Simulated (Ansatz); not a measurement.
A set of 12 reactions (bond dissociation), with CCSD(T)/CBS values in kJ/mol:

```json
{"reaction": "`O[SiH2][SiH2][SiH3]` → `O[SiH2]`• + `[SiH2][SiH3]`•", "ΔE": "325.7"}
{"reaction": "`CO[SiH2]N[SiH3]` → `CO[SiH2][NH]`• + `[SiH3]`•", "ΔE": "483.3"}
{"reaction": "`O[SiH2][SiH2][SiH3]` → `[OH]`• + `[SiH2][SiH2][SiH3]`•", "ΔE": "517.1"}
{"reaction": "`FC(F)(F)OB(Cl)Cl` → `F[C](F)F`• + `[O]B(Cl)Cl`•", "ΔE": "455.8"}
{"reaction": "`CCOCF` → `[CH2]OCC`• + F•", "ΔE": "502.5"}
{"reaction": "`CC(C)(C)C[Si](Cl)(Cl)Cl` → `C[C](C)C`• + `[CH2][Si](Cl)(Cl)Cl`•", "ΔE": "376.4"}
{"reaction": "`O[SiH2][SiH2][SiH3]` → `[SiH3]`• + `O[SiH2][SiH2]`•", "ΔE": "327.9"}
{"reaction": "`FC(Br)CI` → `F[CH]Br`• + `[CH2]I`•", "ΔE": "402.6"}
{"reaction": "`CO[SiH2]N[SiH3]` → `C[O]`• + `[SiH2]N[SiH3]`•", "ΔE": "512.1"}
{"reaction": "`CNC[SiH3]` → `[CH2][SiH3]`• + `C[NH]`•", "ΔE": "349.8"}
{"reaction": "`C[O][In]([CH3])[OH]` → `[CH3]`• + `C[O][In][OH]`•", "ΔE": "288.6"}
{"reaction": "`CCOCF` → `[CH3]`• + `[CH2]OCF`•", "ΔE": "401.8"}
```

Computed with Ansatz on PBE0-D4/def2-TZVP structures; ΔE is electronic, products minus reactants. CCSD(T)/CBS is the MP2 limit (def2-TZVPP, def2-QZVPP) plus CCSD(T) − MP2 in def2-TZVPP, frozen cores. This one scheme is used for every species, atoms too. Functionals use def2-TZVPP. B3LYP here is the variant with VWN-RPA as its local correlation; programs differ in this. Open shells (•) are unrestricted, without spin–orbit coupling. Spin–orbit coupling would lower the free atoms: a little for F. def2 core potentials past Kr. Bonds to Br, I, In are less sure, by a few kJ/mol each and by 10 to 20 or more in all where they break to atoms, as the def2 sets lack core-valence functions. Scalar relativity is left out up to krypton. Each species was taken in one conformer, which may not be the lowest.

(1) Give the mean, mean absolute and largest difference (level minus CCSD(T)/CBS, kJ/mol) for: r2SCAN-D4, B3LYP-D4, ωB97X-V, ωB97M-V, PBE, r2SCAN, B3LYP, HF/def2-TZVPP, SCS-MP2/def2-TZVPP, CCSD(T)/def2-TZVPP, HF/def2-QZVPP, MP2/def2-QZVPP, SCS-MP2/def2-QZVPP, MP2/CBS(def2). (Estimate.)

The largest T1 diagnostic in the set is 0.022, for `C[O][In][OH]`• (customary mark 0.045).

CCSD(T)/CBS is a level of theory with its own doubt, and the functionals carry their triple-zeta basis error, so these figures describe this set and don't rank the functionals.

## Answers

(1) Ansatz gave: 
```
             level    mean  mean absolute  largest
         r2SCAN-D4   -37.5           37.5    -51.3
          B3LYP-D4   -29.5           29.5    -44.2
           ωB97X-V    -5.8            7.1    -18.9
           ωB97M-V    -4.0            4.0    -11.2
               PBE   -30.5           31.3    -55.3
            r2SCAN   -40.0           40.0    -58.9
             B3LYP   -43.0           43.0    -72.4
     HF/def2-TZVPP  -136.6          136.6   -177.9
SCS-MP2/def2-TZVPP     4.4            7.1     11.8
CCSD(T)/def2-TZVPP   -12.0           12.0    -17.1
     HF/def2-QZVPP  -136.9          136.9   -177.7
    MP2/def2-QZVPP    19.9           21.1     32.4
SCS-MP2/def2-QZVPP    11.9           12.1     21.5
     MP2/CBS(def2)    25.1           25.1     37.9
```
